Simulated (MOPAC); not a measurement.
MOPAC input (AM1):

```
AM1 FORCE THERMO(298,298) PRECISE LET CHARGE=-1 GEO-OK AUX(PRECISION=9) THREADS=1
HSn2

Sn   -0.00000000 1    0.00000000 1   -0.96435502 1
Sn   -0.00000000 1   -0.00000000 1    0.94345362 1
H    -0.00000000 1    0.00000000 1    2.57019535 1
```

Output:

```
 *******************************************************************************
 **                                                                           **
 **                              MOPAC v23.2.5                                **
 **                                                                           **
 *******************************************************************************
 ** MOPAC's Digital Object Identifier: https://doi.org/10.5281/zenodo.6511958 **
 **                                                                           **
 ** Please cite the open-source release paper for use of this MOPAC version:  **
 ** J. E. Moussa and J. J. P. Stewart (2026)                                  **
 ** MOPAC: An open-source semiempirical molecular orbital program             **
 ** J. Open Source Softw., 11(119), 8025, https://doi.org/10.21105/joss.08025 **
 *******************************************************************************

                              AM1 CALCULATION RESULTS

 *******************************************************************************
 *  AM1        - The AM1 Hamiltonian to be used
 *  GEO-OK     - OVERRIDE INTERATOMIC DISTANCE AND OTHER SAFETY CHECKS
 *
 *
 *
 *                 CHARGE ON SYSTEM = -1
 *
 *
 *
 *  LET        - OVERRIDE SOME SAFETY CHECKS
 *  PRECISE    - TIGHTER CRITERIA TO BE USED
 *  FORCE      - FORCE CALCULATION SPECIFIED
 *  AUX        - OUTPUT AUXILIARY INFORMATION
 *  THERMO     - THERMODYNAMIC QUANTITIES TO BE CALCULATED
 *******************************************************************************
AM1 FORCE THERMO(298,298) PRECISE LET CHARGE=-1 GEO-OK AUX(PRECISION=9) THREADS=1
 HSn2

   ATOM   CHEMICAL          X               Y               Z
  NUMBER   SYMBOL      (ANGSTROMS)     (ANGSTROMS)     (ANGSTROMS)

     1      Sn         -0.00000000  *   0.00000000  *  -0.96435502  *
     2      Sn         -0.00000000  *  -0.00000000  *   0.94345362  *
     3       H         -0.00000000  *   0.00000000  *   2.57019535  *

          CARTESIAN COORDINATES

    NO.       ATOM           X           Y           Z

     1        Sn         -0.0000      0.0000     -0.9644
     2        Sn         -0.0000     -0.0000      0.9435
     3         H         -0.0000      0.0000      2.5702

  H: (AM1): M.J.S. DEWAR ET AL, J. AM. CHEM. SOC. 107 3902-3909 (1985)
 Sn: (AM1): J. J. P. STEWART, J. MOL. MOD., 10, 155-164 (2004)

           Empirical Formula: H Sn2  =     3 atoms

      MOLECULAR POINT GROUP   :   C*v

      RHF CALCULATION, NO. OF DOUBLY OCCUPIED LEVELS = 5

          HEAT OF FORMATION =     -36.453792 KCALS/MOLE

          CARTESIAN COORDINATE DERIVATIVES

   NUMBER  ATOM         X            Y            Z

     1      Sn      0.014665     0.000000    -0.000016
     2      Sn     -0.007912     0.000000     0.000026
     3       H     -0.006753     0.000000    -0.000010

 DIPOLE           X         Y         Z       TOTAL
 POINT-CHG.    22.007    -0.000     0.000    22.007
 HYBRID        -1.764     0.000     0.000     1.764
 SUM           20.243     0.000     0.000    20.243

          GRADIENT NORM =   0.01798

          MOLECULAR WEIGHT =  238.39

          ROTATIONAL CONSTANTS IN CM(-1)

          A =    0.00000000   B =    0.07570203   C =    0.07570203

           PRINCIPAL MOMENTS OF INERTIA IN UNITS OF 10**(-40)*GRAM-CM**2

          A =        0.0000   B =      369.7754   C =      369.7754

          ORIENTATION OF MOLECULE IN FORCE CALCULATION

    NO.       ATOM         X         Y         Z

     1         Sn      -0.9648   -0.0000    0.0000
     2         Sn       0.9430   -0.0000    0.0000
     3          H       2.5697    0.0000   -0.0000

    FIRST DERIVATIVES WILL BE USED IN THE CALCULATION OF SECOND DERIVATIVES

    FOR POINT-GROUP C*v  THERE ARE  84 UNIQUE SYMMETRY FUNCTIONS.

(To convert to Hartree/Bohr^2, multiply by (10^(-21) x N x a0^2)/(4.184 x 627.51) =  0.0642)

           FORCE MATRIX IN MILLIDYNES/ANGSTROM

                 Sn  1      Sn  2       H  3
 ------------------------------------------
    Sn    1   3.330907
    Sn    2   3.289160   5.363231
     H    3   0.141459   2.076887   2.111077

          HEAT OF FORMATION =     -36.453792 KCALS/MOLE

          ZERO POINT ENERGY       4.393 KCAL/MOL

           NORMAL COORDINATE ANALYSIS (Total motion = 1 Angstrom)

   Root No.       1         2         3         4

                 1 Sig     1 Pi      1 Pi      2 Sig

                 307.9     437.1     437.1    1890.7

   x Sn    1    0.3375    0.0000    0.0000   -0.0001
   y Sn    1   -0.0000    0.0071    0.0001    0.0000
   z Sn    1   -0.0000   -0.0001    0.0071    0.0000
   x Sn    2   -0.3347   -0.0000   -0.0000   -0.0083
   y Sn    2    0.0000   -0.0154   -0.0002   -0.0000
   z Sn    2    0.0000    0.0002   -0.0154   -0.0000
   x  H    3   -0.3279   -0.0000    0.0000    0.9916
   y  H    3   -0.0000    0.9775    0.0114    0.0000
   z  H    3   -0.0000   -0.0114    0.9775   -0.0000

           MASS-WEIGHTED COORDINATE ANALYSIS (NORMAL COORDINATES)

   Root No.       1         2         3         4

                 1 Sig     1 Pi      1 Pi      2 Sig

                 307.9     437.1     437.1    1890.7

   x Sn    1    0.7086    0.0000    0.0000   -0.0009
   y Sn    1   -0.0000    0.0772    0.0009    0.0000
   z Sn    1   -0.0000   -0.0009    0.0772    0.0000
   x Sn    2   -0.7028   -0.0000   -0.0000   -0.0908
   y Sn    2    0.0000   -0.1678   -0.0020   -0.0000
   z Sn    2    0.0000    0.0020   -0.1678   -0.0000
   x  H    3   -0.0634   -0.0000    0.0000    0.9959
   y  H    3   -0.0000    0.9827    0.0115    0.0000
   z  H    3   -0.0000   -0.0115    0.9827   -0.0000

          DESCRIPTION OF VIBRATIONS

 VIBRATION          1    1Sig        ATOM PAIR     ENERGY CONTRIBUTION    RADIAL
 FREQUENCY           307.89         Sn1 -- Sn2         +82.2% (106.9%)    100.0%
 TRANSITION DIPOLE   7.1831         Sn2 -- H 3         +17.8% ( 49.8%)    100.0%
 TRAVEL (Ang.)       0.0610
 REDUCED MASS       58.8722
 EFFECTIVE MASS    132.5519
 FORCE CONSTANT      3.2881

 VIBRATION          3    1Pi         ATOM PAIR     ENERGY CONTRIBUTION    RADIAL
 FREQUENCY           437.10         Sn2 -- H 3         +99.9% ( 99.4%)      0.0%
 TRANSITION DIPOLE   1.4528         Sn1 -- Sn2          +0.1% (  3.4%)      0.0%
 TRAVEL (Ang.)       0.3854
 REDUCED MASS        1.0386
 EFFECTIVE MASS      1.8014
 FORCE CONSTANT      0.1169

 VIBRATION          4    2Sig        ATOM PAIR     ENERGY CONTRIBUTION    RADIAL
 FREQUENCY          1890.72         Sn2 -- H 3        +100.0% (100.0%)    100.0%
 TRANSITION DIPOLE   1.0230
 TRAVEL (Ang.)       0.1889
 REDUCED MASS        0.9994
 EFFECTIVE MASS      1.1888
 FORCE CONSTANT      2.1050

      SYMMETRY NUMBER FOR POINT-GROUP C*v =  1

          SYSTEM IS A GROUND STATE

 HSn2

          MOLECULE IS LINEAR

          THERE ARE  4 GENUINE VIBRATIONS IN THIS SYSTEM
          THIS THERMODYNAMICS CALCULATION IS LIMITED TO
          MOLECULES WHICH HAVE NO INTERNAL ROTATIONS

                    CALCULATED THERMODYNAMIC PROPERTIES
                                          *
   TEMP. (K)   PARTITION FUNCTION   H.O.F.    ENTHALPY  HEAT CAPACITY ENTROPY
                                   KCAL/MOL   CAL/MOLE    CAL/K/MOL  CAL/K/MOL

 298.00  VIB.     0.1673D+01                   602.5475     4.4540     3.0451
         ROT.     0.2736D+04                   592.1869     1.9872    17.7144
         INT.     0.4578D+04                  1194.7343     6.4412    20.7596
         TRA.     0.3558D+28                  1480.4672     4.9680    42.3053
         TOT.                      -36.454    2675.2015    11.4093    63.0649

   *: NOTE: HEATS OF FORMATION ARE RELATIVE TO THE
            ELEMENTS IN THEIR STANDARD STATE AT 298K
              (=  Standard Enthalpy of Formation).

            Hvib:  Zero-point energy is not included.
                   frequencies of less than zero cm-1 are not included.
            Hrot = (3/2)RT
            Htra = (3/2)RT + pV = (5/2)RT

            Heat capacity is Cp, not Cv

          For more information, see: HTTP://OpenMOPAC.net/Manual/thermochemistry.html

           FORCE CONSTANT IN CARTESIAN COORDINATES (Millidynes/A)

    ATOM   CHEMICAL       X               Y               Z
   NUMBER   SYMBOL  FORCE CONSTANT  FORCE CONSTANT  FORCE CONSTANT

      1      Sn        3.328691        0.079734        0.079734
      2      Sn        5.336835        0.377120        0.377120
      3       H        2.105566        0.109567        0.109567

 **********************
 *                    *
 * JOB ENDED NORMALLY *
 *                    *
 **********************

 == MOPAC DONE ==
```

The dipole moment of an ion depends on the origin.
